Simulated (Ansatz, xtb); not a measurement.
**Ranking isomers of C6H4BrN**

8 gas-phase structures of C6H4BrN, from a drawn sample of its isomers (lower ones may exist). Each was relaxed with GFN2-xTB:

A. `C#Cc1c[nH]cc1Br`, a singlet
B. `C#Cc1c[nH]c(Br)c1`, a singlet
C. `C#Cc1cc(Br)c[nH]1`, a singlet
D. `C#Cc1[nH]ccc1Br`, a singlet
E. `C#Cn1ccc(Br)c1`, a singlet
F. `C#Cc1cc[nH]c1Br`, a singlet
G. `C#Cn1cccc1Br`, a singlet
H. `C#Cc1ccc(Br)[nH]1`, a singlet

Question: Which do you expect lowest at r2SCAN-D4/def2-SVP, and how would the others follow?

Answer: Calculated order at r2SCAN-D4/def2-SVP: D (0.0), C (0.7), H (1.2), F (6.5), A (6.7), B (6.9), E (66.7), G (71.0) kJ/mol. Less than 1 kcal/mol parts D and C; C and H; F and A; A and B, so the order within those pairs means little.

Energies above the lowest of each column, in kJ/mol; the last columns are at B3LYP/def2-SVP geometries and were run for some of them only (a dash: not run or not comparable):

| structure | GFN2-xTB | HF/STO-3G | r2SCAN-D4/def2-SVP | B3LYP/def2-SVP | CCSD(T)/def2-SVP + ΔMP2/def2-TZVPP |
| --- | --- | --- | --- | --- | --- |
| D | 2.2 | 0.0 | 0.0 | 1.1 | 0.0 |
| C | 1.8 | 0.7 | 0.7 | 0.0 | 1.0 |
| H | 1.6 | 0.7 | 1.2 | 1.0 | 3.0 |
| F | 7.1 | 2.1 | 6.5 | 7.0 | 3.8 |
| A | 7.9 | 1.9 | 6.7 | 6.6 | 2.6 |
| B | 7.1 | 2.2 | 6.9 | 5.6 | 4.6 |
| E | 0.0 | 42.2 | 66.7 | – | – |
| G | 4.2 | 44.6 | 71.0 | – | – |

CCSD(T)/def2-SVP + ΔMP2/def2-TZVPP puts D lowest of those it was run on, with A and C and F and H within 1 kcal/mol; GFN2-xTB picks E. CCSD(T)/def2-SVP + ΔMP2/def2-TZVPP orders those it was run on as D (0.0), C (1.0), A (2.6), H (3.0), F (3.8), B (4.6) kJ/mol. Less than 1 kcal/mol parts D and C; C and A; A and H; H and F; F and B, so the order within those pairs means little. Frequencies (GFN2-xTB) were run for A, B, C, D, F, H alone. ΔMP2 is the change of the MP2 energy from the smaller to the larger basis.

Over these structures GFN2-xTB departs from r2SCAN-D4/def2-SVP by 25.4 kJ/mol on average once a common shift is removed. A GFN2-xTB relaxation took about 0.073 s and the r2SCAN-D4/def2-SVP energy about 4.2 s on a shared host (Ansatz 0.2.0, xtb 6.7.1).
